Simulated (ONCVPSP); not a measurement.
**potassium, ONCV: configuration errors across variants**

ONCVPSP 4.0.1 input, shortened (lines: element, Z, core and valence counts, functional; n l f; lmax; l rc ep ncon nbas qcut; lloc lpopt rc5 dvloc0; l nproj debl; icmod fcfact rcfact), LDA (Perdew-Wang 92), scalar-relativistic:

```
  K 19.00    4    2  -001012      upf
    1    0    2.00
    2    0    2.00
    2    1    6.00
    3    0    2.00
    3    1    6.00
    4    0    0.50
    2
    0    3.95    0.00    5    8    2.00
    1    1.95    0.00    3    7    8.20
    2    3.45    0.39    5    9    3.30
    4    1    1.25   -1.00
    0    1    1.90
    1    1    3.00
    2    2    2.10
    3    5.75    1.60
```

In the d channel the program set the typed energies aside and used -0.061, 2.039 Ha.

All-electron excitation energies from the reference (eV): (1) 3p6 4s1 -1.708; (2) 3p6 4s0 2.695; (3) 3p6 4s0 4p1 -0.080; (4) 3p6 3d1 4s0 0.803.

A true bound ghost makes a file unfit for plane-wave use even where its test errors are small: the radial tests pick states by their node count and pass the ghost by.

Errors AE − PS in meV (a dash: test not solved or not reliable):

```json
{"change": "base", "(1)": "+1.3", "(2)": "+2.4", "(3)": "+2.5", "(4)": "+1.8", "bound ghosts": "s", "GHOST(+) flags above zero": "d"}
{"change": "p: ncon 5, nbas 9", "(1)": "+1.3", "(2)": "+2.4", "(3)": "+2.2", "(4)": "+1.8", "bound ghosts": "s", "GHOST(+) flags above zero": "d"}
{"change": "s: rc 4.04", "(1)": "+1.3", "(2)": "+2.4", "(3)": "+2.5", "(4)": "+1.8", "bound ghosts": "s", "GHOST(+) flags above zero": "d"}
```

(1) Give the same row for: all radii but the core radius scaled by about 1.03 (s 4.08, p 2.00, d 3.56 bohr); local potential polynomial inside 1.28 bohr (lpopt 1, dvloc0 -1 Ha).

## Answers

(1) +1.3, +2.3, +2.4, +2.0; bound ghosts: s; GHOST(+) flags above zero: d.
